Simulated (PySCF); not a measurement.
A geometry optimisation on `[SiH3][SiH2][SiH2][SiH2]Br`.

Computed with PBE0-D3(BJ)/def2-SVP geometry optimisation, gas phase (PySCF 2.14.0). Start geometry: GFN2-xTB. A driver script takes a list of jobs; this job's settings line and coordinates (Å) are shown.

Input:
```
{"job": {"xc": "PBE0", "basis": "def2-SVP", "d3": "d3bj", "grid": 1, "maxiter": 30, "shake": 0.01, "kind": "geom"}, "charge": 0, "multiplicity": 1}
Si    -2.511670     0.762750    -0.066450
Si    -1.060570    -0.898210     0.526710
Si     0.908740    -0.980080    -0.701000
Si     2.667230     0.376030     0.100970
Br     1.699520     2.314360     0.721360
H     -3.225490     0.430320    -1.316750
H     -3.556430     1.004510     0.941570
H     -1.812430     2.052790    -0.303200
H     -1.668930    -2.225800     0.467960
H     -0.655960    -0.793000     1.953310
H      1.542200    -2.309920    -0.799310
H      0.725880    -0.567440    -2.085670
H      3.264990    -0.027060     1.333470
H      3.675750     0.845670    -0.780720
```

Output:
```
step   0  E = -3736.10603645  max force = 0.037090
step   1  E = -3736.11713964  max force = 0.010726
step   2  E = -3736.11875032  max force = 0.004811
step   3  E = -3736.11923048  max force = 0.001496
step   4  E = -3736.11930210  max force = 0.000990
step   5  E = -3736.11935924  max force = 0.001118
step   6  E = -3736.11939115  max force = 0.001109
step   7  E = -3736.11942795  max force = 0.000469
step   8  E = -3736.11945662  max force = 0.000505
step   9  E = -3736.11949516  max force = 0.000879
step  10  E = -3736.11953392  max force = 0.001180
step  11  E = -3736.11956172  max force = 0.000917
step  12  E = -3736.11957381  max force = 0.000308
optimisation converged
```

Energies in Eh; «max force» is the largest Cartesian gradient component in Eh/bohr.

Task: How much energy does the optimisation release, in kJ/mol?

Result: E(step 0) − E(last step) = 0.013537 Eh, which is 35.5 kJ/mol.

Main results: final energy -3736.11957 Eh after 12 steps; dipole 1.30 D.

Task: Where do the atoms end?

Result: 0.201 Å rms from the input after alignment:
```
atom  x, y, z in Å
Si1   -2.4293    0.7522   -0.0808
Si2   -0.9176   -0.8477    0.7276
Si3    0.9087   -1.0354   -0.7434
Si4    2.5358    0.4459    0.0482
Br5    1.4510    2.3753    0.4009
H6    -2.9464    0.2831   -1.4038
H7    -3.5808    0.9085    0.8605
H8    -1.7533    2.0700   -0.2611
H9    -1.6084   -2.1717    0.8394
H10   -0.4010   -0.4710    2.0812
H11    1.4604   -2.4259   -0.8072
H12    0.5185   -0.6105   -2.1247
H13    3.0994   -0.0013    1.3563
H14    3.6572    0.7144   -0.8991
```

Time: 3.1 min of wall time; peak memory 0.65 GiB. Hardware: one thread, Intel Xeon Platinum 8259CL at 2.50 GHz (x86_64), no GPU, shared host with 96 logical CPUs at a one-minute load of 27.
Labels such as C1 count atoms from 1, the log's own numbers from 0.
